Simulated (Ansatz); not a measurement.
Diatomic TaSe, multiplicity 4 (lowest of 2S+1 = 2, 4, 6, 8 at CCSD(T)/def2-TZVPP on PBE0 minima; our sources give no spin for the ground state, which may be another). No spin–orbit coupling. Se is treated without relativity.

Seven points along R, fitted to fifth degree in 1/R; most abundant isotopes. In def2 and cc sets the state is the lowest found near the PBE0 minimum, followed along R.

Codes used: Ansatz (a first-principles code) with Gaussian orbitals. Values without a source in brackets are computed. In def2 rows elements past Kr take small-core potentials, without spin–orbit coupling.

Energies at BHLYP/def2-TZVPP:

```csv
R (Å),E (hartree)
2.111335,-2458.34962214
2.168091,-2458.35906521
2.220307,-2458.36373530
2.279333,-2458.36527143
2.338360,-2458.36363760
2.406468,-2458.35870915
2.485926,-2458.34992738
```

**Question.** With a reduced mass of 55.4339 u, find the minimum, the force constant and the constants.

**Answer.** A fifth-degree polynomial in 1/R puts the minimum at r_e = 2.2761 Å with force constant 401 N/m. Then ω_e = (1/2πc)√(k/μ) = 350 cm⁻¹ and B_e = h/(8π²cμr_e²) = 0.05870 cm⁻¹; the cubic and quartic terms give α_e = 0.00012 and ω_e x_e = 0.54 cm⁻¹.
